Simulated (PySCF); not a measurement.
Computed properties of BeHF, SMILES [BeH][F]

BeHF, SMILES [BeH][F]. Geometry: PBE0-D3(BJ)/def2-TZVPD. Other conformers were not sampled. All values are computed for the isolated molecule unless a solvent is named; none is compared with measurement here.

**Structure.** The optimised structure has C∞v symmetry. All 4 harmonic modes at PBE0-D3(BJ)/def2-TZVPD (PySCF) are real, so it is a minimum.

**Vibrations.** The strongest infrared lines (harmonic, unscaled, degenerate partners summed) lie at 558 cm⁻¹ (464 km/mol, H 67 %, Be 29 %), 2192 cm⁻¹ (126 km/mol, H 84 %, Be 16 %), 1187 cm⁻¹ (84 km/mol, Be 53 %, F 34 %, H 13 %). The softest mode is at 558 cm⁻¹ and the zero-point energy is 6.4 kcal/mol.

**Electronic structure.** PBE0/def2-TZVPD (PySCF) places the frontier levels at -9.69 and -0.19 eV, a gap of 9.50 eV, and gives a dipole moment of 0.73 D and a mean polarisability of 17.5 bohr³.

**Excitations.** TDDFT-B3LYP/def2-TZVPD (PySCF) has S1 at 8.19 eV (151 nm, f = 0.428, bright); the most intense of the 10 singlets computed lies at 8.19 eV (f = 0.43). Strengths of degenerate partners are summed. T1 (TDA) is at 7.03 eV. No vertical singlet excitation falls in the visible range (under 3.1 eV).

**NMR.** GIAO shifts at PBE0/pcSseg-2 (PySCF) (non-relativistic, atoms alike by connectivity averaged): ¹H at 3.5 ppm against TMS; ¹⁹F at -153.8 ppm against CFCl3.
